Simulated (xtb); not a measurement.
xtb input (GFN1-xTB):

```bash
xtb mol.xyz --gfn 1 --sp --chrg 0 --uhf 0
```
mol.xyz:
```
12

C     -3.60872992     0.37187954     0.00800781
C     -2.62635493    -0.31589583     0.12778127
Si    -1.15082436    -1.36953660     0.31196453
C      0.35405867    -0.36732245     0.06800170
C      1.36070738     0.29093711    -0.09266552
Si     2.87175193     1.28928408    -0.33596998
H     -4.47457956     0.98091774    -0.09814993
H     -1.18758862    -2.44545067    -0.69842635
H     -1.13163705    -1.95344951     1.66788120
H      4.05791850     0.41997555    -0.18327092
H      2.85442206     1.87589739    -1.69288358
H      2.91039137     2.36805455     0.67417421
```

End of the output:

```
         :::::::::::::::::::::::::::::::::::::::::::::::::::::
         ::                     SUMMARY                     ::
         :::::::::::::::::::::::::::::::::::::::::::::::::::::
         :: total energy             -15.290591167121 Eh    ::
         :: gradient norm              0.055465261071 Eh/a0 ::
         :: HOMO-LUMO gap              4.440237391067 eV    ::
         ::.................................................::
         :: SCC energy               -15.606572818716 Eh    ::
         :: -> electrostatic           0.005722974916 Eh    ::
         :: repulsion energy           0.320475699048 Eh    ::
         :: dispersion energy         -0.004494047454 Eh    ::
         :: halogen bond corr.         0.000000000000 Eh    ::
         :: add. restraining           0.000000000000 Eh    ::
         :: total charge               0.000000000000 e     ::
         :::::::::::::::::::::::::::::::::::::::::::::::::::::

           -------------------------------------------------
          |                Property Printout                |
           -------------------------------------------------

    * Orbital Energies and Occupations

         #    Occupation            Energy/Eh            Energy/eV
      -------------------------------------------------------------
         1        2.0000           -0.6449819             -17.5509
       ...           ...                  ...                  ...
         3        2.0000           -0.6327391             -17.2177
         4        2.0000           -0.6172580             -16.7964
         5        2.0000           -0.5743058             -15.6277
         6        2.0000           -0.5142775             -13.9942
         7        2.0000           -0.4897321             -13.3263
         8        2.0000           -0.4887779             -13.3003
         9        2.0000           -0.4791161             -13.0374
        10        2.0000           -0.4774632             -12.9924
        11        2.0000           -0.4753209             -12.9341
        12        2.0000           -0.4664527             -12.6928
        13        2.0000           -0.4602814             -12.5249
        14        2.0000           -0.4584733             -12.4757
        15        2.0000           -0.4553576             -12.3909 (HOMO)
Note: The following floating-point exceptions are signalling: IEEE_DENORMAL
normal termination of xtb
        16                         -0.2921819              -7.9507 (LUMO)
        17                         -0.2905491              -7.9062
        18                         -0.2531571              -6.8888
        19                         -0.2499032              -6.8002
        20                         -0.1933942              -5.2625
        21                         -0.1706888              -4.6447
        22                         -0.1677059              -4.5635
        23                         -0.1598825              -4.3506
        24                         -0.1224114              -3.3310
        25                         -0.1055153              -2.8712
        26                         -0.0732238              -1.9925
       ...                                ...                  ...
        46                          1.3707239              37.2993
      -------------------------------------------------------------
                  HL-Gap            0.1631757 Eh            4.4402 eV
             Fermi-level           -0.3737698 Eh          -10.1708 eV

  Mulliken/CM5 charges         n(s)   n(p)   n(d)
     1C    -0.01287 -0.06190   1.118  2.894  0.000
     2C    -0.09315 -0.05686   1.163  2.930  0.000
     3Si    0.23893 -0.00885   1.269  1.851  0.641
     4C    -0.04663 -0.00615   1.183  2.863  0.000
     5C    -0.06223 -0.02282   1.180  2.882  0.000
     6Si    0.24701 -0.03765   1.303  1.914  0.536
     7H     0.05953  0.11321   0.940  0.000  0.000
     8H    -0.06408  0.01906   1.064  0.000  0.000
     9H    -0.06408  0.01906   1.064  0.000  0.000
    10H    -0.06743  0.01434   1.067  0.000  0.000
    11H    -0.06750  0.01429   1.067  0.000  0.000
    12H    -0.06750  0.01429   1.067  0.000  0.000

Wiberg/Mayer (AO) data.
largest (>0.10) Wiberg bond orders for each atom

 ---------------------------------------------------------------------------
     #   Z sym  total        # sym  WBO       # sym  WBO       # sym  WBO
 ---------------------------------------------------------------------------
     1   6 C    3.980 --     2 C    2.801     7 H    0.978     3 Si   0.172
     2   6 C    3.938 --     1 C    2.801     3 Si   1.073
     3  14 Si   4.334 --     2 C    1.073     4 C    1.056     8 H    0.921
                             9 H    0.921     1 C    0.172     5 C    0.153
     4   6 C    3.927 --     5 C    2.615     3 Si   1.056     6 Si   0.174
     5   6 C    3.931 --     4 C    2.615     6 Si   1.084     3 Si   0.153
     6  14 Si   4.074 --     5 C    1.084    10 H    0.930    11 H    0.930
                            12 H    0.930     4 C    0.174
     7   1 H    0.994 --     1 C    0.978
     8   1 H    0.989 --     3 Si   0.921
     9   1 H    0.989 --     3 Si   0.921
    10   1 H    0.989 --     6 Si   0.930
    11   1 H    0.989 --     6 Si   0.930
    12   1 H    0.989 --     6 Si   0.930
 ---------------------------------------------------------------------------

Topologies differ in total number of bonds
Writing topology from bond orders to xtbtopo.mol

 dipole moment from electron density (au)
     X       Y       Z
  -0.3587   0.1622  -0.0252  total (Debye):    1.003

           -------------------------------------------------
          | TOTAL ENERGY              -15.290591167121 Eh   |
          | GRADIENT NORM               0.055465261071 Eh/α |
          | HOMO-LUMO GAP               4.440237391067 eV   |
           -------------------------------------------------

------------------------------------------------------------------------
------------------------------------------------------------------------
 total:
 SCF:
```
